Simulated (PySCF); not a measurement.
Work out the structure from these simulated measurements.

Elements present: C, H, N and O. Monoisotopic mass: 126.0793 u.

| Quantity | Value |
| --- | --- |
| NMR, other nuclei | isotropic shieldings of nuclei other than C and H, by class: -80 (1 N), -73 (1 N), 1 (1 O) ppm [GIAO PBE0/pcSseg-1] |
| 13C NMR | chemical shifts (computed TMS as zero) by class: 180.5 (1 C), 167.2 (1 C), 30.7 (1 C), 25.1 (2 C), 13.5 (1 C) ppm [GIAO PBE0/pcSseg-1] |
| Rotational structure | rotational constants A, B, C: 4.072, 0.981, 0.957 GHz [GFN2-xTB] |
| Dipole | 3.43 D [PBE0/pcSseg-1] |
| 1H NMR | chemical shifts (computed TMS as zero) by class: 2.99 (1 H), 2.59 (3 H), 1.46 (6 H) ppm [GIAO PBE0/pcSseg-1] |

Electronic properties: PySCF, gas phase, density fitting. Levels stand in brackets. The structure is a single GFN2-xTB conformer in the gas phase; no vibrational or solvent corrections. NMR values are class means; diastereotopic atoms form classes of their own.

Q: Which formula fits the mass and the elements?

A: C6H10N2O (calculated 126.0793). No other formula that holds each of these elements comes within 0.0003 u with a fitting electron parity and a possible valence count.

Q: Give a SMILES that accounts for the data.

A: Numbering: `[CH3:1][c:2]1[n:3][n:4][c:5]([CH:6]([CH3:7])[CH3:8])[o:9]1`. Its formula, C6H10N2O, gives 3 degrees of unsaturation: 1 ring and 2 π bonds in the structure found (Kekulé form). 6 carbons fall into 5 classes; from least to most shielded: substituted aromatic carbon [C5] (180.5 ppm), substituted aromatic carbon [C2] (167.2 ppm), benzylic-type carbon [C6] (30.7 ppm), methyl carbon [C7/C8] (25.1 ppm, 2 C), benzylic-type carbon [C1] (13.5 ppm). Hydrogen classes from least to most shielded: 1 H on a benzylic-type carbon, C6 (2.99 ppm), 3 H on a benzylic-type carbon, C1 (2.59 ppm), 6 H on 2 methyl carbons, C7/C8 (1.46 ppm, a mean of values up to 0.6 ppm apart in this geometry). The other shieldings belong to: -80 ppm, pyridine-type nitrogen [N3]; -73 ppm, pyridine-type nitrogen [N4]; 1 ppm, furan-type oxygen [O9]. The optimised geometry has point group Cs and is an asymmetric top. Structure: `Cc1nnc(C(C)C)o1`. Computed isomers that give other values at the same levels: `CCn1cc(OC)cn1` (13C chemical shifts (computed TMS as zero) by class: 155.3 (1 C), 124.7 (1 C), 117.1 (1 C), 58.2 (1 C), 50.7 (1 C), 20.4 (1 C) ppm); `C/N=C/[C@@H]1CNC(=O)C1` (13C chemical shifts (computed TMS as zero) by class: 175.2 (1 C), 167.8 (1 C), 50.5 (1 C), 47.9 (1 C), 44.5 (1 C), 35.4 (1 C) ppm); `COc1cc(C)n(C)n1` (13C chemical shifts (computed TMS as zero) by class: 168.1 (1 C), 142.1 (1 C), 97.3 (1 C), 56.5 (1 C), 37.1 (1 C), 13.6 (1 C) ppm). The assignments are read from this structure; whether some other isomer fits the data as well wasn't checked.

The values belong to the conformer `[CH3:1][c:2]1[n:3][n:4][c:5]([CH:6]([CH3:7])[CH3:8])[o:9]1`: N4–C5–C6–C7 -61°.
